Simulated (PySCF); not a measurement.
Sn(F)(Cl)(NH2)2 (ClFH4N2Sn), SMILES [NH2][Sn]([NH2])([F])[Cl].

The structure is a stationary point at r2SCAN-D4/def2-SVP. The structure was generated by enumeration; whether it is a known compound was not checked. The def2 effective core potentials stand for the cores of Sn; spin–orbit coupling is left out. One conformer was computed; it need not be the lowest.

Calculation: PySCF with C-PCM-M06-2X/def2-SVP.

The values are the electrostatic part of the solvation free energy, E(continuum) − E(gas) at the gas-phase geometry, in a cavity of scaled van der Waals radii (PySCF's table); cavitation and dispersion terms are not included. A continuum can't describe solvent molecules that bind to the metal. In vacuum the orbital gap is 9.13 eV. The dipole moment in vacuum is 1.98 D.

Computed values in water (ε = 78.36), dimethylsulfoxide (ε = 46.83), dichloromethane (ε = 8.93):
```tsv
solvent	ε	ΔG(elec) (kcal/mol)	dipole (D)	gap (eV)
water	78.36	-11.1	2.39	9.09
dimethylsulfoxide	46.83	-11.0	2.38	9.09
dichloromethane	8.93	-9.9	2.34	9.09
```
